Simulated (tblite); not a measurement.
Species: C₇H₁₅OP.
Cartesian coordinates in Å at the GFN2-xTB level; atoms count from 1:
```
atom  x, y, z in Å
C1     3.5576    1.6556   -0.1571
O2     2.8672    0.4792    0.1671
C3     1.5790    0.4219   -0.4027
C4     0.9282   -0.8922   -0.0053
P5    -0.7390   -1.0921   -0.8097
C6    -1.2073   -2.6782    0.0212
C7    -1.6946    0.0420    0.2770
C8    -2.0282    1.4140   -0.2342
C9    -3.0993    0.3803   -0.1335
H10    3.6971    1.7494   -1.2419
H11    3.0235    2.5444    0.2039
H12    4.5285    1.5922    0.3295
H13    1.6459    0.4916   -1.5005
H14    0.9718    1.2715   -0.0509
H15    0.8370   -0.9462    1.0829
H16    1.5648   -1.7163   -0.3364
H17   -0.6043   -3.4857   -0.3896
H18   -1.0536   -2.6192    1.0978
H19   -2.2553   -2.8863   -0.1861
H20   -1.4949   -0.0602    1.3406
H21   -2.0341    2.2356    0.4670
H22   -1.6795    1.6851   -1.2200
H23   -3.4733   -0.0494   -1.0514
H24   -3.8490    0.4826    0.6370
```

Calculated harmonic vibrations of the isolated species, GFN2-xTB (tblite), most abundant isotopes, no scaling. Errors from tens to a few hundred cm⁻¹ against measured bands are possible. One conformer, not necessarily the lowest.

Harmonic wavenumbers (cm⁻¹): 45.0, 51.3, 67.4, 100.4, 119.4, 160.1, 173.3, 208.4, 229.6, 233.7, 265.8, 324.7, 366.2, 443.9, 652.8, 730.6, 746.1, 767.5, 806.3, 828.7, 874.3, 879.1, 946.1, 966.1, 987.7, 995.0, 1034.4, 1068.0, 1070.2, 1077.2, 1085.5, 1116.8, 1131.7, 1153.1, 1159.4, 1170.7, 1211.8, 1217.7, 1257.0, 1315.2, 1329.6, 1349.2, 1407.0, 1435.2, 1438.6, 1446.9, 1453.8, 1469.3, 1480.5, 1491.9, 1499.8, 2828.9, 2865.5, 2885.5, 2911.3, 2938.3, 2962.0, 2976.6, 2990.1, 3014.3, 3016.7, 3028.7, 3077.2, 3078.6, 3079.7, 3096.6.

A = 2104, B = 704.5, C = 562.5 MHz; mass 146.086 u (most abundant isotopes); point group C1, symmetry number 1.

Task: What is the zero-point energy?

Result: ½Σν̃ = 44795 cm⁻¹ = 128.07 kcal/mol.

Task: Entropy at 400 K, 1 bar (ideal gas, RRHO, classical rotation)?

Result: Translation 42.33, rotation 31.21, vibration 51.90: S = 125.4 cal/(mol K).

Task: And Cp and H(400 K) − H(0)?

Result: Cp = 57.33 cal/(mol K), of which vibrations give 49.38 (their classical limit is 66 R = 131.2); H(400 K) − H(0) = 13.47 kcal/mol without the zero-point energy, 10.30 from vibrations.

Task: What must be added to the electronic energy to get the Gibbs energy at 400 K and 1 bar?

Result: ZPE + [H(400 K) − H(0)] − T·S = 128.07 + 13.47 − 50.18 = 91.36 kcal/mol.

Task: How do the functions run with temperature in this model?

Result: 
```json
{"T (K)": "50", "S (cal/(mol K))": "62.0", "Cp (cal/(mol K))": "15.9", "H − H(0) (kcal/mol)": "0.56", "G − H(0) (kcal/mol)": "-2.54", "ln q(vib)": "0.85"}
{"T (K)": "100", "S (cal/(mol K))": "75.5", "Cp (cal/(mol K))": "23.6", "H − H(0) (kcal/mol)": "1.56", "G − H(0) (kcal/mol)": "-5.99", "ln q(vib)": "2.69"}
{"T (K)": "298.15", "S (cal/(mol K))": "110.5", "Cp (cal/(mol K))": "44.8", "H − H(0) (kcal/mol)": "8.27", "G − H(0) (kcal/mol)": "-24.68", "ln q(vib)": "9.82"}
{"T (K)": "373.15", "S (cal/(mol K))": "121.6", "Cp (cal/(mol K))": "54.1", "H − H(0) (kcal/mol)": "11.98", "G − H(0) (kcal/mol)": "-33.39", "ln q(vib)": "12.29"}
{"T (K)": "500", "S (cal/(mol K))": "139.4", "Cp (cal/(mol K))": "68.3", "H − H(0) (kcal/mol)": "19.77", "G − H(0) (kcal/mol)": "-49.95", "ln q(vib)": "16.37"}
{"T (K)": "750", "S (cal/(mol K))": "171.3", "Cp (cal/(mol K))": "88.6", "H − H(0) (kcal/mol)": "39.58", "G − H(0) (kcal/mol)": "-88.89", "ln q(vib)": "24.12"}
{"T (K)": "1000", "S (cal/(mol K))": "198.8", "Cp (cal/(mol K))": "102.1", "H − H(0) (kcal/mol)": "63.52", "G − H(0) (kcal/mol)": "-135.23", "ln q(vib)": "31.38"}
```

q(vib) and H(0) count from the zero-point level.

Task: Which modes carry the vibrational entropy at 400 K?

Result: 45.0 cm⁻¹: 5.61; 51.3 cm⁻¹: 5.35; 67.4 cm⁻¹: 4.81; 100.4 cm⁻¹: 4.02; 119.4 cm⁻¹: 3.68; 160.1 cm⁻¹: 3.11 cal/(mol K); the other 60 give 25.32 together.

Hindered rotation and anharmonicity are outside this model. Other conformers, if any are populated, would add a mixing term that is left out. The structure is chiral; the term R ln 2 for an equal mix with its mirror image is left out.

Run on an Arm Neoverse V1 with one thread, no GPU, shared host. This covers the Hessian and the dipole derivatives.
